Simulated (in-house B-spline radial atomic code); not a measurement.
Successive ionisation energies of indium; each step leads to the configuration of the next row (after the last: bare). Dirac energy differences include first-order Breit, QED and recoil terms. NIST's values go from ground level to ground level; the uncertainty of those that are theory runs from under 0.1 % in few-electron ions to several per cent in heavy many-electron ones. Computed with an all-electron radial atomic-structure program (B-spline basis): Dirac-Hartree-Fock, average of the configuration, finite nuclei.

| ion | configuration | ionisation energy (eV) | tabulated value (eV) | tabulated kind | computed minus tabulated (eV) | highest orbital | largest mean radius (bohr) |
| --- | --- | --- | --- | --- | --- | --- | --- |
| In38+ | [Ne] 3s1 | 2627.9 | 2628.77 | semi-empirical | -1 | 3s1/2 | 0.30347 |
| In39+ | [He] 2s2 2p6 | 6190.9 | 6126 | semi-empirical | 65 | 2p3/2 | 0.12534 |
| In40+ | [He] 2s2 2p5 | 6404.8 | 6331 | semi-empirical | 74 | 2p3/2 | 0.12452 |
| In41+ | [He] 2s2 2p4 | ? | ? | semi-empirical | ? | ? | ? |
| In42+ | [He] 2s2 2p3 | 6841.7 | 6770 | semi-empirical | 72 | 2p3/2 | 0.12291 |
| In43+ | [He] 2s2 2p2 | 7064.6 | 7196 | semi-empirical | -131 | 2p3/2 | 0.12212 |
| In44+ | [He] 2s2 2p1 | 7290.6 | 7442 | semi-empirical | -151 | 2p3/2 | 0.12134 |
| In45+ | [He] 2s2 | ? | ? | semi-empirical | ? | ? | ? |
| In46+ | [He] 2s1 | ? | ? | tabulated theory | ? | ? | ? |
| In47+ | 1s2 | 32835.1 | 32837.59 | tabulated theory | -3 | 1s1/2 | 0.029505 |
| In48+ | 1s1 | 33750.3 | 33750.4 | tabulated theory | 0 | 1s1/2 | 0.029265 |

Task: Fill in the row of In41+.

Result: ionisation energy (eV): 6621.7; tabulated value (eV): 6554; computed minus tabulated (eV): 68; highest orbital: 2p3/2; largest mean radius (bohr): 0.12371.

Task: Fill in the row of In45+.

Result: ionisation energy (eV): 7747.8; tabulated value (eV): 7754; computed minus tabulated (eV): -6; highest orbital: 2s1/2; largest mean radius (bohr): 0.12056.

Task: Fill in the row of In46+.

Result: ionisation energy (eV): 7952.9; tabulated value (eV): 7953.14; computed minus tabulated (eV): 0; highest orbital: 2s1/2; largest mean radius (bohr): 0.11983.

Task: Where is the largest jump?

Result: From In46+ to In47+, by a factor of 4.13 (7952.9 to 32835 eV); the highest orbital goes from 2s1/2 to 1s1/2.

Where a p, d or f electron is removed, the computed value is a mean over both j, so it misses the tabulated one by a part of the spin-orbit splitting; averaging over terms and missing correlation add to the gap, relatively most at low charge.
